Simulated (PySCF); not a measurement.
ClFH2OSi, SMILES O[SiH](F)Cl. Heavy atoms are numbered as in [SiH:1]([OH:2])([F:3])[Cl:4]. Hydrogens are named by the atom that carries them.

Coordinates come from a PBE-D3(BJ)/def2-SVP optimisation. Other conformers were not sampled.

These are PBE0/pcSseg-2 in PySCF values and carry that method's errors.

GIAO shieldings, no solvent; atoms alike by connectivity are averaged. δ = σ(ref) − σ: ²⁹Si against TMS (σ = 341.9 ppm); ¹⁷O against H2O (σ = 327.8 ppm); ¹⁹F against CFCl3 (σ = 165.8 ppm); ³⁵Cl against HCl (σ = 943.3 ppm); ¹H against TMS (σ = 31.54 ppm), references at their B3LYP-D3(BJ)/def2-TZVP geometries, non-relativistic (without spin–orbit terms, shifts of atoms bonded to Cl or Br come out too high).

Estimate the chemical shifts. (Estimate from the structure and the level; the computed values follow.)


| nucleus | atoms | count | δ (ppm) |
|---|---|---|---|
| ²⁹Si | Si1 (SiH) | 1 | -31.8 |
| ¹⁷O | O2 (OH) | 1 | 84.0 |
| ¹⁹F | F3 | 1 | -123.7 |
| ³⁵Cl | Cl4 | 1 | 91.2 |
| ¹H | H on Si1 | 1 | 5.67 |
| ¹H | H on O2 | 1 | 3.18 |
